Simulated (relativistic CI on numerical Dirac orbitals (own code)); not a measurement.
**Sensitivity of the levels of Dy18+ to α and to the nuclear radius**

Method of calculation: Dirac-Coulomb-Breit CI, orbitals from a KLI potential per configuration, derivatives by finite differences, unscaled Slater integrals, QED left out (own radial code, finite nucleus).

Configuration list (outside the closed core [Kr]): 4d10.4f2, 4d10.4f.5s, 4d10.5s2, 4d10.4f.5p, 4d10.5s.5p, 4d9.4f3, 4d10.5p2, 4d10.5s.5d. Levels of other configurations are missing.

With x = (α/α₀)² − 1 an excitation energy changes as ω = ω₀ + qx; K = 2q/ω₀ is the relative enhancement. Terms are leading LS components, so labels can repeat. The field-shift factor is F = δν/δ⟨r²⟩ for the transition from the lowest level.

Lowest level 4d10.4f2 3H_4.

| Level | ω₀ (cm⁻¹) | q (cm⁻¹) | K | F (GHz/fm²) |
| --- | --- | --- | --- | --- |
| 4d10.4f2 3H_5 | 9272 | 9327 | 2.01 | 0.326 |
| 4d10.4f2 3F_2 | 13788 | 2301 | 0.334 | 0.155 |
| 4d10.4f2 3H_6 | 18173 | 17100 | 1.88 | 0.606 |
| 4d10.4f2 1G_4 | 19758 | 8588 | 0.869 | 0.374 |
| 4d10.4f2 3F_3 | 20132 | 9400 | 0.934 | 0.399 |
| 4d10.4f2 3F_4 | 31548 | 19280 | 1.22 | 0.754 |
| 4d10.4f2 1D_2 | 47731 | 8693 | 0.364 | 0.573 |
| 4d10.4f2 3P_0 | 56156 | 4684 | 0.167 | 0.516 |
| 4d10.4f2 1I_6 | 56886 | 10670 | 0.375 | 0.69 |
| 4d10.4f2 3P_1 | 59417 | 9148 | 0.308 | 0.656 |
| 4d10.4f2 3P_2 | 65141 | 16370 | 0.503 | 0.903 |
| 4d10.4f2 1S_0 | 125451 | 12290 | 0.196 | 1.55 |
| 4d10.4f.5s 3F°_2 | 278791 | -200400 | -1.44 | 226 |
| 4d10.4f.5s 3F°_3 | 281118 | -199300 | -1.42 | 226 |
| 4d10.4f.5s 3F°_4 | 290104 | -189900 | -1.31 | 226 |
| 4d10.4f.5s 1F°_3 | 296334 | -189400 | -1.28 | 225 |
| 4d10.4f.5p 3G_3 | 527520 | -173300 | -0.657 | 18.7 |
| 4d10.4f.5p 3F_2 | 532635 | -170300 | -0.64 | 18.5 |
| 4d10.4f.5p 3D_3 | 540866 | -161200 | -0.596 | 18.9 |
| 4d10.4f.5p 3G_4 | 543595 | -161200 | -0.593 | 18.9 |
| 4d10.5s2 1S_0 | 596911 | -405200 | -1.36 | 454 |
| 4d10.4f.5p 3F_3 | 618929 | -61740 | -0.2 | 10.2 |
| 4d10.4f.5p 3G_4 | 627587 | -56790 | -0.181 | 10.3 |

At this charge transitions that keep the count of f electrons are usually good to a few per cent. Terms inside the open d or f shell come out 10 to 20 % too wide with unscaled integrals. Levels that differ in their count of f electrons can be misplaced by several ten thousand cm⁻¹, since the correlation energy of f electrons is missing or only estimated; rates across such gaps can be off by orders of magnitude.
